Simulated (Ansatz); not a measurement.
Be8. Charge 0, multiplicity 3. Geometry r2SCAN/def2-SVP.

Cartesian coordinates in Å:
```
Be 1.0847 0.4809 0.8713
Be -0.8361 0.9415 1.5340
Be -0.3948 -1.1540 0.8239
Be -0.0594 1.9833 -0.0089
Be 1.3405 -1.4335 -0.2946
Be 0.6659 0.2709 -1.2842
Be -0.4453 -1.4908 -1.2313
Be -1.3554 0.4017 -0.4101
```

At HF/STO-3G, HF/def2-TZVP the charge 0 triplet is spin-contaminated (final ⟨S²⟩ up to 2.56, 2.00 for a pure state). The order of the spin states hangs on the level: the singlet lies 0.05 eV below the triplet at ωB97M-V/def2-TZVP, but 0.04 eV above it at HF/STO-3G. The singlet is doubtful at ωB97M-V/def2-TZVP (restricted singlet, unstable towards broken spin symmetry at other levels and untested here). The triplet is doubtful at HF/STO-3G (⟨S²⟩ 2.33, where a pure state has 2.00). The singlet is doubtful at HF/STO-3G (restricted singlet, unstable in another Hartree–Fock run and untested here). The structure comes from a short search, and lower isomers may exist.

Problem. Estimate the α-spin orbital energies around the gap (eV) in Ansatz with HF/STO-3G, HF/def2-TZVP, PBE/def2-TZVP, PBE0/def2-TZVP, ωB97M-V/def2-TZVP.

Solution. 
```json
{"orbital": "HOMO−5", "HF/STO-3G": "-9.11", "HF/def2-TZVP": "-10.87", "PBE/def2-TZVP": "-7.43", "PBE0/def2-TZVP": "-8.56", "ωB97M-V/def2-TZVP": "-10.49"}
{"orbital": "HOMO−4", "HF/STO-3G": "-6.25", "HF/def2-TZVP": "-7.92", "PBE/def2-TZVP": "-5.42", "PBE0/def2-TZVP": "-6.10", "ωB97M-V/def2-TZVP": "-7.69"}
{"orbital": "HOMO−3", "HF/STO-3G": "-5.59", "HF/def2-TZVP": "-7.25", "PBE/def2-TZVP": "-4.82", "PBE0/def2-TZVP": "-5.56", "ωB97M-V/def2-TZVP": "-7.23"}
{"orbital": "HOMO−2", "HF/STO-3G": "-5.47", "HF/def2-TZVP": "-7.00", "PBE/def2-TZVP": "-4.82", "PBE0/def2-TZVP": "-5.56", "ωB97M-V/def2-TZVP": "-7.23"}
{"orbital": "HOMO−1", "HF/STO-3G": "-4.89", "HF/def2-TZVP": "-6.78", "PBE/def2-TZVP": "-4.72", "PBE0/def2-TZVP": "-5.26", "ωB97M-V/def2-TZVP": "-6.63"}
{"orbital": "HOMO", "HF/STO-3G": "-3.97", "HF/def2-TZVP": "-6.16", "PBE/def2-TZVP": "-4.48", "PBE0/def2-TZVP": "-5.23", "ωB97M-V/def2-TZVP": "-6.62"}
{"orbital": "LUMO", "HF/STO-3G": "2.30", "HF/def2-TZVP": "-0.31", "PBE/def2-TZVP": "-3.86", "PBE0/def2-TZVP": "-3.23", "ωB97M-V/def2-TZVP": "-1.49"}
{"orbital": "LUMO+1", "HF/STO-3G": "3.50", "HF/def2-TZVP": "0.00", "PBE/def2-TZVP": "-3.12", "PBE0/def2-TZVP": "-2.45", "ωB97M-V/def2-TZVP": "-0.94"}
{"orbital": "LUMO+2", "HF/STO-3G": "4.63", "HF/def2-TZVP": "0.84", "PBE/def2-TZVP": "-2.11", "PBE0/def2-TZVP": "-1.38", "ωB97M-V/def2-TZVP": "0.11"}
{"orbital": "LUMO+3", "HF/STO-3G": "4.88", "HF/def2-TZVP": "0.92", "PBE/def2-TZVP": "-2.11", "PBE0/def2-TZVP": "-1.38", "ωB97M-V/def2-TZVP": "0.11"}
{"orbital": "LUMO+4", "HF/STO-3G": "5.17", "HF/def2-TZVP": "1.58", "PBE/def2-TZVP": "-1.60", "PBE0/def2-TZVP": "-0.87", "ωB97M-V/def2-TZVP": "0.69"}
{"orbital": "LUMO+5", "HF/STO-3G": "5.69", "HF/def2-TZVP": "1.67", "PBE/def2-TZVP": "-1.59", "PBE0/def2-TZVP": "-0.78", "ωB97M-V/def2-TZVP": "0.77"}
{"orbital": "β HOMO", "HF/STO-3G": "-4.59", "HF/def2-TZVP": "-6.56", "PBE/def2-TZVP": "-4.59", "PBE0/def2-TZVP": "-5.31", "ωB97M-V/def2-TZVP": "-6.94"}
{"orbital": "β LUMO", "HF/STO-3G": "1.96", "HF/def2-TZVP": "-0.63", "PBE/def2-TZVP": "-4.10", "PBE0/def2-TZVP": "-3.37", "ωB97M-V/def2-TZVP": "-1.89"}
```
